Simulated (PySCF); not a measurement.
Two-component Hartree-Fock for Mn⁺ (manganese, charge +1)

Start: [Ar] 3d5 4s1; 3d3/2 filled at m_j = -3/2, -1/2, +1/2, +3/2; 3d5/2 filled at m_j = +5/2; 4s1/2 filled at m_j = +1/2. Calculated with PySCF 2.14 in x2c-TZVPall-2c with one added diffuse shell each of s, p, d type (7s8p5d1f, 63 functions): generalised Hartree-Fock with the X2C-1e Hamiltonian and a Gaussian nucleus; one run each with spin-orbit coupling (SO) switched off, then screened by Boettger's factors.

```
spinor shell  electrons  ε, spin-free (eV)  ε, screened SO (eV)  weight of nominal j (screened SO)  rms radius, screened SO (bohr)
       1s1/2          2            -6606.5              -6606.4                              1.000                          0.0703
       2s1/2          2            -811.47              -811.46                              1.000                           0.302
       2p1/2          2            -685.07              -692.53                              0.978                           0.271
       2p3/2          4            -685.07              -681.41                              0.989                           0.274
       3s1/2          2            -113.57              -113.57                              1.000                           0.915
       3p1/2          2            -75.756              -76.219                              0.664                           0.984
       3p3/2          4            -75.756              -75.534                              0.832                           0.989
       3d3/2          4            -25.146              -25.161                              0.509                            1.28
       3d5/2          1            -25.146              -25.085                              1.000                            1.28
       4s1/2          1            -14.974              -14.974                              1.000                            3.07
```

| quantity | spin-free | screened SO |
| --- | --- | --- |
| E (hartree) | -1157.14487 | -1157.16022 |
| M_J | 3 | 3 |
| ⟨J²⟩ | 12.000 | 12.000 |
| ⟨L²⟩ | 0.000 | 0.001 |
| ⟨S²⟩ | 12.000 | 11.999 |

Each row is a mean over spinors that exchange with the open shell spreads, by up to 14.092 eV (3p3/2).

Rows whose weight is well below 1 are mixtures of j = l ± 1/2: exchange outweighs spin-orbit coupling there, and the label is only the starting occupation.

Without spin-orbit coupling the j labels of p, d and f shells carry no meaning; the spin-free column gives the mean over the occupied spinors of each nl shell.
